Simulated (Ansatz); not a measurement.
# Abstraction of Cl: InHCl2 + CHBr2 → InHCl + CHBr2Cl

Species: InHCl2 `[Cl][InH][Cl]`, singlet; CHBr2 `Br[CH]Br`, doublet; InHCl `[Cl][InH]`, doublet; CHBr2Cl (chlorodibromomethane) `ClC(Br)Br`, singlet. A radical takes Cl: the energy is the difference in strength between the In–Cl bond broken and the C–Cl bond made.

Shapes, held fixed at every level: PBE0-D4/def2-TZVP. Programs: Ansatz 0.2.0. The zero-point and thermal change to 298 K, harmonic and unscaled (PBE0-D4/def2-TZVP), is +2.1 kJ/mol.

```tsv
level	kind	ΔH(298 K) (kJ/mol)	less CCSD(T)/def2-TZVPP	CPU time (sum over the molecules)
HF/def2-TZVPP	Hartree–Fock	+119.5	+42.0	–
SPW92/def2-TZVPP	LDA	+50.1	-27.4	11 s
PBE-D4/def2-TZVPP	GGA	+60.2	-17.3	21 s
B3LYP-D4/def2-TZVPP	global hybrid	+69.2	-8.3	39 s
wB97X-V/def2-TZVPP	range-separated hybrid	+84.0	+6.5	72 s
B2PLYP/def2-TZVPP	double hybrid	+75.6	-1.9	43 s
CCSD/def2-SVP	coupled cluster or CI	+88.7	+11.2	–
CCSD(T)/def2-TZVPP	coupled cluster or CI	+77.5	0.0	4.7 min
```

The highest level, CCSD(T)/def2-TZVPP, gives ΔH(298 K) = +77.5 kJ/mol; the levels span +50.1 to +119.5. The column of differences is taken from that level and isn't an error. No measured value is set beside it here. Open shells run unrestricted. For atoms past krypton def2 sets carry core potentials with scalar relativity. Relativity is left out for Br. Outer-core shells of Br, In are correlated, in sets that cover them unevenly. Times are processor times on shared x86 and Arm servers, and rough.
